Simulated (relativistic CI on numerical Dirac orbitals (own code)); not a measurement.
Slater and spin-orbit integrals, V7+

These numbers are calculated, not measured: Dirac-Coulomb-Breit CI, KLI orbitals optimised for each configuration, model QED, unscaled Slater integrals (own radial code, finite nucleus).

Slater integrals F^k, G^k are unscaled and averaged over j, outside the closed core [Ne]; ζ comes from projecting the Hamiltonian with its Breit term on Σ l·s of the shell.

- 3s²3p⁴: F^2(3p,3p) = 112300, ζ(3p) = 5493.3 cm⁻¹; <r>(3p) = 0.8957, <r^2>(3p) = 0.9262 (bohr units).
- 3s3p⁵: G^1(3s,3p) = 148740, ζ(3p) = 5484.9 cm⁻¹; <r>(3s) = 0.8744, <r^2>(3s) = 0.8715, <r>(3p) = 0.8967, <r^2>(3p) = 0.9287 (bohr units).
- 3s²3p³3d: F^2(3p,3p) = 112260, ζ(3p) = 5512.5, F^2(3p,3d) = 108600, G^1(3p,3d) = 130310, G^3(3p,3d) = 82314, ζ(3d) = 319.39 cm⁻¹; <r>(3p) = 0.8959, <r^2>(3p) = 0.9268, <r>(3d) = 0.9019, <r^2>(3d) = 0.9605 (bohr units).

Averages of the first 10 configurations, taken without configuration mixing, which lowers the lowest level and can move excited configurations by several eV; other configurations of the list can lie among them:

| Configuration | Parity | States | Average energy above the lowest level (eV) |
| --- | --- | --- | --- |
| 3s²3p⁴ | even | 15 | 5.7 |
| 3s3p⁵ | odd | 12 | 38.6 |
| 3p⁶ | even | 1 | 76.6 |
| 3s²3p³3d | odd | 200 | 49.1 |
| 3s3p⁴3d | even | 300 | 79.7 |
| 3p⁵3d | odd | 60 | 115.5 |
| 3s3p³3d² | odd | 1800 | 122.3 |
| 3s²3p³4s | odd | 40 | 92.1 |
| 3s²3p³4p | even | 120 | 101.9 |
| 3s²3p²3d4p | odd | 900 | 145.9 |
